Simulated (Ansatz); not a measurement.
Input for Ansatz (a program for electronic structure): U-CCSD(T)/cc-pV(D+d)Z on AlN, 2S+1 = 3, a point of a bond scan (R = 1.972 Å). Files ending in .json are basis or fitting sets from the Basis Set Exchange.

Ansatz 0.2 input:
```yaml
crystal:
  periodic: [false, false, false]
  atoms:
    - {symbol: Al, position_ang: [-0.00000000, -0.00000000, -0.62738212]}
    - {symbol: N, position_ang: [0.00000000, 0.00000000, 1.34439025]}
basis:
  gaussian:
    orbitals: cc-pV_D+d_Z.json
magnetization: {spin_polarized: true, initial_magnetization: 2}
correlation: {method: ccsd_t, electrons: outside_noble_gas}
scf: {omitted_lower_state_checks: [cluster_reference]}
```

Output:

```
Functional definition: HF
[...]
these checks for a lower state are left out or cut short: cluster_reference
integrals: 0.01 GiB planned
385 factors; integrals over basis functions are off by at most 4.8e-4 eV
mean field: 0.07 GiB planned
mean field evaluation 1: about -8059.0486 eV, gradient 1.8e1 eV
mean field evaluation 2: about -8059.0494 eV, gradient 1.8e1 eV
mean field evaluation 4: about -8061.7153 eV, gradient 2.8e0 eV
mean field evaluation 8: about -8061.9788 eV, gradient 1.0e-1 eV
mean field evaluation 16: about -8062.0450 eV, gradient 7.5e-1 eV
mean field evaluation 32: about -8059.0486 eV, gradient 1.8e1 eV
mean field evaluation 64: about -8062.5802 eV, gradient 5.9e-4 eV
mean field evaluation 96: about -8059.9273 eV, gradient 4.8e-2 eV
mean field evaluation 128: about -8062.5756 eV, gradient 1.7e-1 eV
mean field evaluation 160: about -8061.9801 eV, gradient 1.8e-2 eV
mean field evaluation 192: about -8061.7145 eV, gradient 2.8e0 eV
mean field -8062.58140495 eV, -296.2944016178 hartree, gradient 2.7e-6 eV, S^2 2.063323; 17 other end points of the search recorded, 0 dependent functions left out
6 core orbitals not correlated
reference -8062.58140495 eV, -296.2944016178 hartree; 5, 3 occupied and 26, 28 virtual orbitals, 385 factors
second order -3.72131201 eV of doubles, -0.00000000 eV of singles
coupled cluster: 0.06 GiB planned
cycle   1  -4.28031414 eV  change   -5.6e-1 eV  update   7.8e-2
cycle   2  -4.54094691 eV  change   -2.6e-1 eV  update   3.8e-2
cycle   3  -4.59024066 eV  change   -4.9e-2 eV  update   1.9e-2
cycle   4  -4.59250569 eV  change   -2.3e-3 eV  update   1.1e-2
cycle   5  -4.59925929 eV  change   -6.8e-3 eV  update   5.8e-3
cycle   6  -4.60105554 eV  change   -1.8e-3 eV  update   3.0e-3
cycle   7  -4.60106356 eV  change   -8.0e-6 eV  update   1.9e-3
cycle   8  -4.60181674 eV  change   -7.5e-4 eV  update   1.6e-3
cycle   9  -4.60183955 eV  change   -2.3e-5 eV  update   1.4e-3
cycle  10  -4.60203353 eV  change   -1.9e-4 eV  update   1.2e-3
cycle  11  -4.60272696 eV  change   -6.9e-4 eV  update   1.1e-3
cycle  12  -4.60350887 eV  change   -7.8e-4 eV  update   8.5e-4
cycle  13  -4.60354145 eV  change   -3.3e-5 eV  update   5.5e-4
cycle  14  -4.60330456 eV  change    2.4e-4 eV  update   3.4e-4
cycle  15  -4.60335860 eV  change   -5.4e-5 eV  update   1.9e-4
cycle  16  -4.60348533 eV  change   -1.3e-4 eV  update   1.0e-4
cycle  17  -4.60353304 eV  change   -4.8e-5 eV  update   5.9e-5
cycle  18  -4.60352387 eV  change    9.2e-6 eV  update   3.4e-5
cycle  19  -4.60349714 eV  change    2.7e-5 eV  update   2.0e-5
cycle  20  -4.60348812 eV  change    9.0e-6 eV  update   1.2e-5
cycle  21  -4.60348634 eV  change    1.8e-6 eV  update   6.6e-6
coupled cluster: 0.06 GiB planned
perturbative correction -0.10165824 eV, -0.0037358714 hartree
Total energy: -8067.28654953 eV, -296.4673124919 hartree
Checks for a lower state left out: cluster_reference
```

Self-consistency was reached.

Cost: very roughly 4 core-seconds.
